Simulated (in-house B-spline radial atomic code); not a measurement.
## How G0W0 and RPA depend on the start: Hf⁴⁺

Configuration [Xe] 4f14. Computed with a B-spline radial code for spherical atoms: all electrons, scalar-relativistic (spin-free one-electron X2C), finite nucleus, each spin shell either full or empty, empty states to l = 9 with an (l + 1/2)⁻⁴ tail; G0W0 by contour deformation at full frequency.

Without the two-electron picture change, the correlation of inner shells comes somewhat too large for so heavy an element.

| start | mean-field 4f (eV) | G0W0 (eV) | QP weight | RPA correlation (Eh) |
| --- | --- | --- | --- | --- |
| Hartree-Fock | -72.18 | -69.03 | 0.950 | -5.9051 |
| LDA VWN5 | -58.28 | -69.45 | 0.905 | -6.3687 |
| PBE | -57.88 | -69.33 | 0.904 | -6.3634 |
| PBE0 | -61.73 | ? | ? | ? |
| r2SCAN | -58.01 | -68.98 | 0.911 | -6.2888 |
| HSE06 | -61.24 | ? | ? | ? |
| B3LYP (VWN-RPA) | -60.97 | -69.43 | 0.918 | -6.2625 |
| SCAN | -58.14 | -69.02 | 0.910 | -6.2995 |
| TPSS | -57.69 | -69.44 | 0.904 | -6.3483 |
| BHandHLYP | -65.43 | -69.33 | 0.934 | -6.1192 |
| CAM-B3LYP | -62.95 | -69.75 | 0.926 | -6.2191 |
| LC-wPBE | -63.37 | -70.14 | 0.930 | -6.2336 |
| wB97X | -63.71 | -69.66 | 0.932 | -6.2012 |
| PBEsol | -57.95 | -69.39 | 0.904 | -6.3658 |
| BLYP | -57.68 | -69.46 | 0.901 | -6.3653 |
| r2SCAN0 | -61.87 | -69.02 | 0.926 | -6.1853 |
| LDA exchange-only | -56.32 | -69.84 | 0.897 | -6.3708 |

Task: What G0W0 level, weight and RPA correlation energy follow from the PBE0 start?

Result: G0W0 level -69.29 eV, weight 0.922, RPA correlation -6.2361 hartree.

Task: What G0W0 level, weight and RPA correlation energy follow from the HSE06 start?

Result: G0W0 level -69.29 eV, weight 0.920, RPA correlation -6.2439 hartree.

Task: How much of the dependence on the start does G0W0 remove?

Result: The mean-field levels span 15.9 eV and the G0W0 levels 1.16 eV. Against 68.37 ± 0.04 eV (NIST, semi-empirical) the G0W0 removal energies are off by +0.61 to +1.77 eV, with spin-orbit coupling, Breit and QED terms left out.
